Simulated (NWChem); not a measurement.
System meant: WNH₃SO₂; SMILES [NH2][W](=[O])(=[O])[SH]

The following NWChem deck was run.

```
start job
memory heap 200 mb stack 900 mb global 1100 mb
geometry units angstroms noautoz
  W      0.075924     0.214093    -0.003269
  O      1.003007     0.640007     1.364990
  O      0.793483     0.727593    -1.462557
  N     -1.663176     1.045425     0.174587
  H     -2.047746     1.382146     1.053885
  H     -2.230751     1.353683    -0.611467
  S     -0.068258    -2.140336    -0.160334
  H     -0.199931    -2.326416     1.174501
end
basis spherical
  W library def2-svp
  O library def2-svp
  N library def2-svp
  H library def2-svp
  S library def2-svp
end
dft
  xc xpbe96 cpbe96
  iterations 150
  mulliken
end
task dft energy
```

End of the output:

```
          Convergence Information
          -----------------------
          Convergence aids based upon iterative change in
          total energy or number of iterations.
          Levelshifting, if invoked, occurs when the
          HOMO/LUMO gap drops below (HL_TOL):  1.00D-02
          DIIS, if invoked, will attempt to extrapolate
          using up to (NFOCK): 10 stored Fock matrices.

                    Damping( 0%)  Levelshifting(0.5)       DIIS
                  --------------- ------------------- ---------------
          dE  on:    start            ASAP                start
          dE off:    2 iters        150 iters           150 iters

      Screening Tolerance Information
      -------------------------------
          Density screening/tol_rho:  1.00D-10
          AO Gaussian exp screening on grid/accAOfunc:  14
          CD Gaussian exp screening on grid/accCDfunc:  20
          XC Gaussian exp screening on grid/accXCfunc:  20
          Schwarz screening/accCoul:  1.00D-08

      Superposition of Atomic Density Guess
      -------------------------------------

      charge =      74.0 W (Tungsten)

      symmetry species            s     p     d     f
      number of basis functions = 7     6     5     1
      number of cont. functions = 6     3     2     1
      number of closed shells   = 6     4     2     1
      number of open shells     = 0     0     1     0
      open shell occupation     = 0     0     4     0
 ------------------------------------------------------------------------
 atomscf:atomd: error in atom scf                   0
 ------------------------------------------------------------------------
 ------------------------------------------------------------------------
  current input line :
    25: task dft energy
 ------------------------------------------------------------------------
 ------------------------------------------------------------------------
 This error has not yet been assigned to a category
 ------------------------------------------------------------------------
 For more information see the NWChem manual at https://nwchemgit.github.io

0:atomscf:atomd: error in atom scf:Received an Error in Communication
```

### Question
What is wrong, and how is it mended?

### Answer
The program stopped with an error. Cause: the def2 basis of a heavy element holds valence functions alone and wants its effective core potential (without it all electrons must fit into that basis). This input runs:
```
start job
memory heap 200 mb stack 900 mb global 1100 mb
geometry units angstroms noautoz
  W      0.075924     0.214093    -0.003269
  O      1.003007     0.640007     1.364990
  O      0.793483     0.727593    -1.462557
  N     -1.663176     1.045425     0.174587
  H     -2.047746     1.382146     1.053885
  H     -2.230751     1.353683    -0.611467
  S     -0.068258    -2.140336    -0.160334
  H     -0.199931    -2.326416     1.174501
end
basis spherical
  W library def2-svp
  O library def2-svp
  N library def2-svp
  H library def2-svp
  S library def2-svp
end
ecp
  W library def2-ecp
end
dft
  xc xpbe96 cpbe96
  iterations 150
  mulliken
end
task dft energy
```
It converges to -671.85309 Ha (PBE/def2-SVP with def2 effective core potentials on W).
